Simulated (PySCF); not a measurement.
Task: Write Cartesian coordinates for `B[C@@H]1C[Se][C@@H]1F` as optimised with PBE0-D3(BJ)/def2-SVP.

Result: 
```
atom  x, y, z in Å
B1     1.1427   -0.8306   -0.8353
C2     0.1601   -0.2405    0.2203
C3    -1.3617   -0.4342    0.0777
Se4   -1.7228    1.3960    0.7195
C5     0.2288    1.2660    0.5019
F6     0.7062    1.9816   -0.5589
H7     0.8300   -1.8127   -1.4694
H8     2.2537   -0.3739   -0.9558
H9     0.5173   -0.7784    1.1276
H10   -1.8006   -1.2093    0.7195
H11   -1.7088   -0.5753   -0.9550
H12    0.7946    1.5765    1.3928
```

Orientation and origin are arbitrary. Atoms count from 1 in this order. B1 (three-coordinate boron) is planar (angles 120.3°, 120.0° and 119.5°, sum 359.8°, 0.04 Å off the plane of its three neighbours). Se4 (selenium bonded to 2 C) is bent (angle 73.8°). The 4-membered ring C2–C3–Se4–C5 has internal angles of 73.8° to 100.6° (sum 359°, against 360° for a flat polygon); it is slightly puckered (a soft mode that the optimisation may not have finished), 0.06 Å rms from its mean plane, widest ring torsion 10°.

Bonds between heavy atoms (Å): B1–C2 1.558, C2–C3 1.541, C3–Se4 1.973, Se4–C5 1.968, C5–F6 1.366, C2–C5 1.534.

Computed, not measured: PBE0-D3(BJ)/def2-SVP geometry optimisation, gas phase in PySCF.

Point group: C1 (no symmetry element, even within 0.4 Å). Whether it is a minimum is left open (no frequencies). One conformer, not necessarily the lowest (H–B1–C2–C3 -27° and 158°, B1–C2–C3–Se4 -141°, C2–C3–Se4–C5 8°, C3–Se4–C5–F6 109°, B1–C2–C5–Se4 143°).
